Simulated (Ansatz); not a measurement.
Compare A (`[SiH3]C1(Cl)CC1`) with its isomer B (`CC1(Cl)C[SiH2]1`).

Isolated molecules relaxed with PBE0-D4/def2-TZVP in Ansatz; ΔE leaves out vibrations. CCSD(T)/CBS adds triple-zeta CCSD(T) − MP2 to the extrapolated MP2 energy (def2 sets, frozen cores). DFT in def2-TZVPP. B3LYP here is the variant with VWN-RPA as its local correlation; programs differ in this.

Problem. Which is lower in electronic energy at CCSD(T)/CBS, and by how much? (An estimate is asked.)

Solution. Ansatz gave: A, by 2.1 kcal/mol.

Problem. Give E(B) − E(A) in kcal/mol with B3LYP-D4, CCSD(T)/def2-TZVPP, B3LYP, ωB97M-V, B2PLYP, PBE-D4, MP2/def2-TZVPP. (Estimate.)

Solution. Ansatz gave: B3LYP-D4 2.5, CCSD(T)/def2-TZVPP 2.8, B3LYP 2.7, ωB97M-V 2.6, B2PLYP 2.7, PBE-D4 0.9, MP2/def2-TZVPP 2.9. None reverses the order clearly.

Largest T1 diagnostic: 0.011.

From PBE to PBE0 (25 % exact exchange), in def2-TZVPP and without D4, E(B) − E(A) moves by +1.3 kcal/mol. In def2-TZVPP, CCSD(T) changes the Hartree–Fock value by −4.7 kcal/mol (the triples alone add −0.8 kcal/mol) and MP2 by −4.7 kcal/mol.
